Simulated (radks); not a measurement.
Spherical jellium clusters: N electrons in a uniform positive sphere of charge N and radius rs N^(1/3), rs = 2.18 bohr. Method: non-relativistic Kohn-Sham, exchange-only LDA, spin-polarised, spherical densities; computed with a radial shooting solver with Libxc functionals. Levels are named by radial order and angular momentum (1s, 1p, 1d, 2s, ...), and open shells are averaged over m.

N = 27, configuration 1s2 1p6 1d10 2s2 1f(up 7, down 0). This is the lowest configuration that the search found. Occupied and some empty levels:

| level | occupation | eigenvalue (eV) | <r> (bohr) |
|---|---|---|---|
| 1s up | 1 | -10.938 | 3.904 |
| 1s down | 1 | -10.462 | 3.600 |
| 1p up | 3 | -8.6288 | 4.765 |
| 1p down | 3 | -7.7576 | 4.558 |
| 1d up | 5 | -5.8888 | 5.427 |
| 2s up | 1 | -5.0054 | 4.819 |
| 1d down | 5 | -4.7721 | 5.314 |
| 2s down | 1 | -4.2719 | 4.884 |
| 1f up | 7 | -2.8656 | 6.112 |
| 2p up | 0 | -2.0497 | 6.490 |
| 1f down | 0 | -1.6354 | 6.141 |
| 2p down | 0 | -1.2968 | 6.706 |
| 2d up | 0 | -0.084567 | 10.89 |

Energy (eV): total 14.1183, kinetic 140.53, external -3509.3, Hartree 1697.4, exchange-correlation -134.37, background 1819.9.
